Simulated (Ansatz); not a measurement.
The cluster Ta2O4⁺. Charge 1, multiplicity 2. Geometry r2SCAN-D4/def2-SVP, basis def2-TZVP, Ansatz.

Cartesian coordinates in Å:
```
Ta 1.085 0.026 0.449
Ta -1.330 -1.154 -0.286
O 0.521 1.427 1.620
O 0.397 -1.766 -0.228
O -1.397 -0.424 -1.822
O 0.723 1.892 0.266
```

| run | HOMO (eV) | LUMO (eV) |
| --- | --- | --- |
| A | -10.38 | -8.65 |
| B | -9.48 | -8.96 |
| C | -9.54 | -9.11 |
| D | -10.79 | -8.28 |
| E | -9.89 | -8.84 |

In the def2 sets Ta takes a core potential; there is no spin–orbit coupling. HSE06 is defined as in plane-wave codes, on full-range PBE exchange. The structure holds 1 bond(s) between oxygen atoms. Another isomer (doublet) lies 5.37 eV lower at PBE0-D4/def2-TZVP; other spin states weren't run for this one.

HOMO and LUMO are taken over both spins.

Question: The runs used HSE06, PBE, PBE0, r2SCAN, revPBE. Estimate which is which.

Answer: A HSE06 (range-separated); B revPBE (0 % exact exchange); C PBE (0 % exact exchange); D PBE0 (25 % exact exchange); E r2SCAN (0 % exact exchange). Exact exchange lowers occupied and raises empty levels; among semilocal functionals meta-GGAs tend to open the gap a little, and such runs are hard to tell apart. The gap grows from 0.43 eV (PBE) to 2.50 eV (PBE0).
